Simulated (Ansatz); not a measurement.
Species: sum formula H5SiN2O2, charge 0, multiplicity 2. It need not be the lowest isomer of its formula. 
Coordinates optimised at B3LYP-D3(BJ)/def2-TZVP (Ansatz, an electronic-structure program):
```
Si
O 1 1.6212
O 1 1.6411 2 119.30
H 3 0.9598 1 117.65 2 -57.78
N 1 1.6968 2 109.36 3 -127.43
H 5 1.0057 1 122.31 2 -25.16
H 5 1.0057 6 113.47 1 174.08
N 1 1.7281 2 99.27 5 -122.55
H 8 1.0088 1 120.27 2 61.79
H 8 1.0098 9 111.89 1 149.18
```
Charge 0, spin multiplicity 2.

Total electronic energies in hartree. Correlated levels leave the core frozen unless marked. Open shells are spin-unrestricted. No spin-orbit coupling. Non-relativistic. CBS(X,Y): correlation extrapolated as X^-3; Hartree-Fock from the larger set.

| level | program | energy (Eh) |
|---|---|---|
| SVWN5/def2-TZVPD | Ansatz | -549.56258 |
| B3LYP/def2-TZVPD | Ansatz | -552.70732 |
| PBE0/def2-SVP | Ansatz | -551.82704 |
| BHLYP/def2-TZVPD | Ansatz | -552.54952 |
| HSE06-D3(BJ)/def2-TZVPD | Ansatz + dftd3 | -552.25878 |
| MP2/cc-pV(T+d)Z | Ansatz | -551.69354 |
| MP2/cc-pVTZ | Ansatz | -551.68410 |
| CCSD/CBS(cc-pV(T+d)Z,cc-pV(Q+d)Z) | Ansatz | -551.8714 |
| CCSD(T)/CBS(cc-pV(T+d)Z,cc-pV(Q+d)Z) | Ansatz | -551.9177 |

Totals of different functionals don't rank their quality; only differences between species are comparable.
